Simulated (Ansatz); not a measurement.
Gas-phase electronic energies from Ansatz, PBE0-D4/def2-TZVP geometries. CBS: MP2 limit from def2 TZ/QZ plus the TZ coupled-cluster correction, frozen cores. DFT in def2-TZVPP. def2 core potentials past Kr. For Sn outer-core shells are correlated without core-valence functions, which leaves a few kJ/mol of doubt a bond. Each species was taken in one conformer, which may not be the lowest.

`[F][SnH2][O]C(F)(F)F` + `C=CCC=O` → `C=C[CH2][SnH2][F]` + `O=COC(F)(F)F`  (formal exchange of groups at the Sn–O bond)

```
        level  ΔE (eV)
       PBE-D4     0.31
HF/def2-QZVPP     0.57
```

Question: What does CCSD(T)/CBS give? (Estimate.)

Answer: The calculation gave: +0.45 eV. The listed levels differ from it by -0.14, 0.12 eV.

Largest T1 diagnostic among the species: 0.014.

In def2-TZVPP, CCSD(T) changes the Hartree–Fock value by −0.15 eV (the triples alone add −0.03 eV) and MP2 by −0.19 eV.
